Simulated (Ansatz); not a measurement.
Relaxation of CH2OSTe (6 atoms, charge 0, multiplicity 1), to a largest force component of 0.015 eV/Å in at most 40 steps.

Level of theory: Ansatz, RKS PBE-D4/def2-SVP.

```xyz
6
Properties=species:S:1:pos:R:3
O 1.116 0.642 -0.529
C 0.835 -0.521 -0.504
S -0.737 -1.116 -0.058
Te -1.798 1.011 0.232
H 1.525 -1.339 -0.735
H -0.941 1.324 1.595
```

Problem. Where does it end, and by what steps?

Solution. The forces met the threshold. After 11 steps the energy has fallen by 0.192 eV; H6 moved furthest, 0.41 Å.

```tsv
step	energy less start (eV)	largest force component (eV/Å)	accepted
0	0.0000	1.287	yes
1	-0.1296	1.325	yes
2	0.1377	2.931	no
3	-0.1730	0.370	yes
4	-0.1865	0.239	yes
5	-0.1898	0.221	yes
6	-0.1912	0.108	yes
7	-0.1917	0.063	yes
8	-0.1918	0.040	yes
9	-0.1918	0.037	yes
10	-0.1904	0.159	no
11	-0.1920	0.011	yes
```

```xyz
6
Properties=species:S:1:pos:R:3
O 1.361 0.585 -0.760
C 0.941 -0.530 -0.583
S -0.684 -1.033 0.018
Te -1.872 1.082 0.270
H 1.535 -1.471 -0.769
H -1.281 1.367 1.824
```

The run took 24 s on 1 thread of AMD EPYC 7R43 64-Core Processor (Zen 3), on a shared host, peak memory 0.16 GiB.
